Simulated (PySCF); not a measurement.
Constitutional and geometric isomers with formula C2H6OSi. Gas-phase values, no solvent. One relaxed conformer stands for each flexible species; it need not be the lowest. Strings in code marks are SMILES.

Level of theory: PySCF with B3LYP-D3(BJ)/def2-TZVP. All candidates: neutral, multiplicity 1. B3LYP has the VWN-RPA correlation part, as in Gaussian. Excitations are Tamm–Dancoff values on a coarser integration grid. The basis has no diffuse functions, so Rydberg states are missing or too high.

```json
{
  "S1 excitation (TDA)": "4.29 eV",
  "HOMO": "-5.59 eV",
  "HOMO–LUMO gap": "5.25 eV"
}
```

Say which member has these values.
(A) `C1C[SiH2]O1`
(B) `C1OC[SiH2]1`
(C) `C/C=[SiH]\O` (C–Si–O–H torsion 0°)
(D) `C=C[SiH2]O` (C–C–Si–O torsion -7°, C–Si–O–H torsion -69°)

C, `C/C=[SiH]\O` (C–Si–O–H torsion 0°). The others give `C1OC[SiH2]1`: 5.72 eV, -7.09 eV, 6.76 eV; `C=C[SiH2]O` (C–C–Si–O torsion -7°, C–Si–O–H torsion -69°): 6.41 eV, -7.73 eV, 7.03 eV; `C1C[SiH2]O1`: 6.12 eV, -7.65 eV, 7.30 eV
